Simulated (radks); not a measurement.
Values are calculated unless marked as measured or tabulated.
Numerical settings for the promethium ion Pm25+, [Kr]. Level of theory: Dirac Kohn-Sham, BLYP, spin-unpolarised, spherical densities, point nucleus (a radial shooting solver on a logarithmic mesh with Libxc functionals). The defaults (mesh step 0.008 in ln r, mesh end at 40 bohr or more with all orbitals vanishing there, Anderson mixing 0.5 over 9 steps, residual threshold near 1e-9 with the energy settled to 1e-9 hartree or 1e-11 of itself, here a cap of 71 iterations) give E = -9741.5981 hartree and 4p3/2 at -898.22 eV in 14 iterations. Run on one thread of a shared host, so times are rough (Arm Neoverse N1): 0.13 s of CPU time, 0.13 s wall, 14 iterations on 2476 mesh points. Changes against that run (0 stands for a change within the tolerance of the run):

setting                     iterations  converged  E (mhartree)  e(4p3/2) (meV)  CPU (s)
mesh step in ln r 0.08               2         no      diverged               -     0.03
mesh step in ln r 0.12               2         no      diverged               -     0.02
mesh step in ln r 0.003             14        yes             0               0     0.32
mesh end (bohr) 3                   14        yes             0               0     0.12
mesh end (bohr) 400                 14        yes             0               0     0.14
residual threshold 0.001             8        yes             0           -3.87     0.09
residual threshold 1e-13            20        yes             0               0     0.16
mixing 2.5                          16        yes             0               0     0.15
linear mixing, mixing 1             22        yes             0               0     0.18
linear mixing, mixing 0.05          71         no         +8.45       -6.49e+03     0.59
mixing history 20                   19        yes             0               0     0.16
iteration cap 2                      2         no     +3.12e+04       -2.84e+05     0.02

No run marked as converged misses the energy by more than 1 mhartree. A mesh that ends early acts as a hard wall.
